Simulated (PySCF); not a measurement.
C4H12BN, SMILES CBNC(C)C at its GFN2-xTB optimised geometry (Å):

```
18

B     -0.8220     0.4761     0.0000
H     -1.4268    -0.5273     0.0055
C     -1.5892     1.8666     0.0000
H     -0.9262     2.7302    -0.0108
H     -2.2297     1.9579     0.8759
H     -2.2462     1.9485    -0.8645
N      0.5591     0.4761     0.0000
C      1.5385    -0.5985    -0.0356
C      0.9079    -1.9736     0.1429
C      2.3199    -0.5365    -1.3530
H      1.0287     1.3721    -0.0188
H      2.2462    -0.4351     0.7935
H      1.6878    -2.7302     0.1822
H      0.3357    -2.0107     1.0654
H      0.2445    -2.1964    -0.6877
H      3.0840    -1.3091    -1.3786
H      1.6419    -0.6849    -2.1904
H      2.8038     0.4315    -1.4679
```

Method: CAM-B3LYP/def2-SVP (PySCF). Cells within 0.4 Å of a nucleus heavier than hydrogen are left out (blank, or x).

Map of the Laplacian of the electron density (e/bohr⁵), clipped to [-1.50, 1.50] on the plane z = 0.0 Å:

```
|555555555555555555555555555|
|555555555555555555555555555|
|555555555555555555555555555|
|555555555555555555555555555|
|555555555555555555555555555|
|555555556655655555555555555|
|555555666510655555555555555|
|555555665525655555555555555|
|55555566xx66665665555555555|
|555555666x35666546555555555|
|555555666535666126555555555|
|55555556659x65xx66655555555|
|5555555565xx92xx66665555555|
|555555555537666236666555555|
|55555555602566665x666555555|
|55555555645666667x966555555|
|555555555665566533666555555|
|555555555555666525665555555|
|555555555555664xx5665555555|
|555555555555665x44665555555|
|555555555555566652465555555|
|555555555555556665655555555|
|555555555555555555555555555|
|555555555555555555555555555|
|555555555555555555555555555|
|555555555555555555555555555|
|555555555555555555555555555|
```
Scale: ten equal steps from -1.50 (start of '0') to 1.09 (end of '9'), in the order '0123456789'; x runs from -5.00 to 5.00, y from -5.00 (bottom) to 5.00 (top).
